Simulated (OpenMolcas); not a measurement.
Si III: terms and fine structure

```
Program             : OpenMolcas 26.06
Method              : CASSCF
Basis               : ANO-RCC-VQZP [6s5p3d2f1g]
Scalar Hamiltonian  : DKH2, point nucleus
Active space        : 2 electrons in 8 orbitals (3s 3p 4s 4p)
State averaging     : 2S+1 = 3 even, 3 roots; 2S+1 = 1 even, 6 roots; 2S+1 = 3 odd, 3 roots; 2S+1 = 1 odd, 3 roots
Spin-orbit coupling : RASSI with atomic mean-field integrals over the reference wave functions, term energies averaged over their components
```

Spin-free terms above the lowest, with the occupations of the reference (each correlating shell added to its valence partner):

| Configuration | Term | E (cm-1) | Occupations |
| --- | --- | --- | --- |
| 3s2 | 1S | 0.0 | 3s 1.90 3p 0.10 |
| 3s 3p | 3P* | 52837 | 3s 1.00 3p 1.00 |
| 3s 3p | 1P* | 93104 | 3s 1.00 3p 1.00 |

With spin-orbit coupling, above the lowest level:

```json
{"Configuration": "3s2", "Term": "1S", "J": "0", "E (cm-1)": "0.0", "Measured (cm-1)": "0.0", "g": "", "Term weight %": "100"}
{"Configuration": "3s 3p", "Term": "3P*", "J": "0", "E (cm-1)": "52618", "Measured (cm-1)": "52725", "g": "", "Term weight %": "100"}
{"Configuration": "3s 3p", "Term": "3P*", "J": "1", "E (cm-1)": "52727", "Measured (cm-1)": "52853", "g": "1.501", "Term weight %": "100"}
{"Configuration": "3s 3p", "Term": "3P*", "J": "2", "E (cm-1)": "52946", "Measured (cm-1)": "53115", "g": "1.501", "Term weight %": "100"}
{"Configuration": "3s 3p", "Term": "1P*", "J": "1", "E (cm-1)": "93105", "Measured (cm-1)": "82884", "g": "1.000", "Term weight %": "100"}
```

Against the 4 measured excited levels shown (NIST levels in Kelleher and Podobedova, J. Phys. Chem. Ref. Data 37, 1285 (2008)) the mean absolute deviation is 2700 cm-1; the largest miss in energy is 3s 3p 1P* 1: computed 93105, measured 82884 cm-1 (+12.3 %).

Active for correlation alone: 4p 4s; no level in the range computed is led by a configuration that fills them, so any true level of that kind is missing. Computed and measured levels are paired by configuration, term and J; levels that our copy of the source lacks, or whose pairing is in doubt (as where it misses far off the trend of its configuration), stay unpaired and out of the deviations. Only configurations of the active space appear. The first state left out of the spin-orbit step lies near 150000 cm-1 above the lowest spin-free state of the reference (among the parities and spins computed), and the list stops at four fifths of that energy or lower.

The RASSCF and RASSI steps took 31 s on 1 thread of Intel(R) Xeon(R) Platinum 8488C (Sapphire Rapids), on a shared host; the integral step is not counted.

The term weight is that of the spin-free term in the level, not the purity of its configuration. * marks odd parity.
